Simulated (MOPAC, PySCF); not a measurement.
H₁₂GeSi₄, SMILES `[SiH3][Ge]([SiH3])([SiH3])[SiH3]`, neutral singlet in the gas phase. 

Cartesian coordinates (Å):
```xyz
17

Si    -1.5876     1.7629     0.1711
Ge     0.0006    -0.0031    -0.0007
Si     1.8220     0.6975    -1.3652
Si     0.8086    -0.5546     2.1704
Si    -1.0426    -1.9080    -0.9768
H     -2.0961     2.1318    -1.1856
H     -0.9513     2.9644     0.7931
H     -2.7415     1.3328     1.0193
H      2.8678    -0.3704    -1.4046
H      2.4281     1.9476    -0.8123
H      1.3497     0.9641    -2.7585
H      1.8943    -1.5776     2.0699
H      1.3560     0.6676     2.8355
H     -0.3001    -1.1058     3.0086
H     -0.0580    -3.0240    -1.1190
H     -2.1750    -2.3681    -0.1158
H     -1.5748    -1.5572    -2.3294
```
Charge 0, multiplicity 1.

All levels are single points at this geometry (PBE0-D3(BJ)/def2-SVP); Pople sets use spherical d functions. Orbital energies aren't observables, and empty levels follow the basis.

```tsv
level	HOMO (eV)	LUMO (eV)	gap (eV)	dipole (D)	vertical IE, Delta-SCF (eV)
PBE-D3(BJ)/def2-TZVP in PySCF	-6.87	-1.11	5.76	0.01	–
PBE0-D3(BJ)/def2-TZVP in PySCF	-7.89	-0.28	7.61	0.01	9.40
ωB97X-D3(BJ)/def2-TZVP in PySCF	-10.09	1.62	11.72	0.01	9.70
B3LYP/3-21G in PySCF	-7.73	-0.21	7.53	0.01	–
B3LYP/6-31G* in PySCF	-7.55	-0.26	7.29	0.01	9.30
BP86/6-31G* in PySCF	-6.84	-0.98	5.85	0.01	–
PBE/6-31G* in PySCF	-6.74	-0.91	5.83	0.01	–
SVWN5/6-31G* in PySCF	-6.78	-1.14	5.63	0.01	–
HF/3-21G in PySCF	-10.28	3.10	13.39	0.01	–
HF/6-31G* in PySCF	-10.20	3.11	13.31	0.01	8.97
AM1 in MOPAC	-10.36	-0.56	9.80	0.01	–
PM3 in MOPAC	-9.94	-2.33	7.61	0.00	–
PM6 in MOPAC	-9.50	-0.77	8.73	0.01	–
```
